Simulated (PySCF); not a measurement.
## Computed properties of Ta(S)(F)2(OH) (F₂HOSTa), SMILES [OH][Ta]([F])([F])=[S], multiplicity 1

Ta(S)(F)2(OH) (F2HOSTa), SMILES [F][Ta]([F])(=[S])[OH], multiplicity 1. The structure is a stationary point at PBE0-D3(BJ)/def2-SVP. The multiplicity is an assumed one; other spin states were not compared. The def2 effective core potentials stand for the cores of Ta; spin–orbit coupling is left out. One conformer was computed; it need not be the lowest. All values are computed for the isolated molecule unless a solvent is named; none is compared with measurement here.

**Structure.** The optimised structure has Cs symmetry. All 12 harmonic modes at PBE0-D3(BJ)/def2-SVP (PySCF) are real, so it is a minimum. With heavy atoms numbered as in [Ta:1](=[S:2])([F:3])([F:4])[OH:5], the shortest bond between them is Ta1–O5 at 1.874 Å and the longest Ta1–S2 at 2.157 Å.

**Vibrations.** The strongest infrared lines (harmonic, unscaled, degenerate partners summed) lie at 3932 cm⁻¹ (313 km/mol, H 94 %), 496 cm⁻¹ (203 km/mol, H 76 %, O 22 %), 405 cm⁻¹ (133 km/mol, H 84 %, O 15 %). The softest mode is at 160 cm⁻¹ and the zero-point energy is 12.1 kcal/mol.

**Electronic structure.** CAM-B3LYP/def2-TZVP (PySCF) places the frontier levels at -9.25 and -0.73 eV, a gap of 8.52 eV, and gives a dipole moment of 2.82 D and a mean polarisability of 57.6 bohr³. PBE/def2-TZVP (PySCF) at the same geometry gives -6.77 and -2.61 eV, so its gap is 4.36 eV narrower. An orbital gap is neither the optical nor the fundamental gap.

**Excitations.** TDA-ωB97X/def2-SVPD (PySCF) has S1 at 4.42 eV (280 nm, f = 0.000, dark); the most intense of the 10 singlets computed lies at 5.62 eV (f = 0.03). T1 (TDA) is at 3.89 eV, 0.53 eV under S1. TDA-PBE/def2-SVPD (PySCF) puts S1 at 4.19 eV. No vertical singlet excitation falls in the visible range (under 3.1 eV).
